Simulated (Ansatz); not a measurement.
C3H8Si, SMILES `C1C[SiH2]C1` (charge 0, multiplicity 1).

These are Ansatz (an electronic-structure program) with HSE06/cc-pVTZ // PBE0-D3(BJ)/def2-TZVP values and carry that method's errors.

Ansatz 0.2 input:
```yaml
crystal:
  periodic: [false, false, false]
  atoms:
    - { symbol: C, position_ang: [-1.04954, -0.017156, -0.234155] }
    - { symbol: C, position_ang: [-0.109808, 1.208097, -0.066047] }
    - { symbol: Si, position_ang: [1.301299, -0.040104, -0.034814] }
    - { symbol: C, position_ang: [-0.170368, -1.14207, 0.377585] }
    - { symbol: H, position_ang: [-2.035278, 0.095089, 0.225903] }
    - { symbol: H, position_ang: [-1.208581, -0.213883, -1.298041] }
    - { symbol: H, position_ang: [-0.180138, 1.980491, -0.830296] }
    - { symbol: H, position_ang: [-0.245138, 1.67203, 0.914435] }
    - { symbol: H, position_ang: [2.431667, 0.111978, 0.925153] }
    - { symbol: H, position_ang: [1.87147, -0.309616, -1.38473] }
    - { symbol: H, position_ang: [-0.286193, -2.135282, -0.053377] }
    - { symbol: H, position_ang: [-0.319392, -1.209575, 1.458385] }
basis:
  gaussian: { orbitals: cc-pVTZ }
hamiltonian:
  xc: hse06
```

Output:

```
Functional definition: HSE06
1283 factors; their error is unknown
118 factors; integrals over basis functions are off by at most 4.4e-7 eV
mean field evaluation 1: about -11102.0574 eV, gradient 6.5e1 eV
mean field evaluation 2: about -11087.1705 eV, gradient 9.6e1 eV
mean field evaluation 4: about -11112.2824 eV, gradient 2.4e0 eV
mean field evaluation 8: about -11112.2971 eV, gradient 3.5e-2 eV
mean field evaluation 16: about -11112.3165 eV, gradient 1.0e-5 eV
mean field -11112.31652384 eV, -408.3701000526 hartree, gradient 9.1e-6 eV, S^2 0.000000; 0 other end points of the search recorded, 0 dependent functions left out
reference -11112.31656422 eV, -408.3701015363 hartree; 20, 20 occupied and 216, 216 virtual orbitals, 1283 factors
Total energy: -11112.31656422 eV, -408.3701015363 hartree
```
